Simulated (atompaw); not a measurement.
# An all-electron radial function and its pseudo partner (Cl)

Columns: radius, all-electron u(r) and pseudo u(r) of the 3s shell (level -20.62 eV) of chlorine in the configuration [Ne] 3s2 3p5; PBEsol, scalar-relativistic, PAW (atompaw) scheme, atompaw 4.2.0.5.

| r (bohr) | all-electron | pseudo |
| --- | --- | --- |
| 0.062 | 0.2183 | 0.0863 |
| 0.123 | -0.0099 | 0.1704 |
| 0.185 | -0.2557 | 0.2541 |
| 0.246 | -0.3991 | 0.3338 |
| 0.308 | -0.4365 | 0.4114 |
| 0.369 | -0.3899 | 0.4838 |
| 0.431 | -0.2861 | 0.5526 |
| 0.492 | -0.1523 | 0.6151 |
| 0.554 | -0.0028 | 0.6729 |
| 0.615 | 0.1449 | 0.7239 |
| 0.677 | 0.2871 | 0.7694 |
| 0.738 | 0.4141 | 0.8080 |
| 0.800 | 0.5274 | 0.8409 |
| 0.862 | 0.6240 | 0.8675 |
| 0.923 | 0.7025 | 0.8877 |
| 0.985 | 0.7662 | 0.9024 |
| 1.046 | 0.8140 | 0.9115 |
| 1.108 | 0.8488 | 0.9156 |
| 1.169 | 0.8710 | 0.9149 |
| 1.231 | 0.8829 | 0.9098 |
| 1.292 | 0.8855 | 0.9008 |
| 1.354 | 0.8805 | 0.8881 |
| 1.415 | 0.8691 | 0.8723 |
| 1.477 | 0.8523 | 0.8532 |
| 1.538 | 0.8315 | 0.8316 |
| 1.600 | 0.8071 | 0.8071 |

(1) How many radial nodes do the two functions have?

(2) Is the pseudo-wave norm-conserving?

Answers

(1) The all-electron 3s function has n − l − 1 = 2; the pseudo-wave has 0, since the states of the same l below it are removed with the core.

(2) No, it belongs to a PAW set: the norm inside the radius is not constrained, and the difference is carried by the augmentation charge.
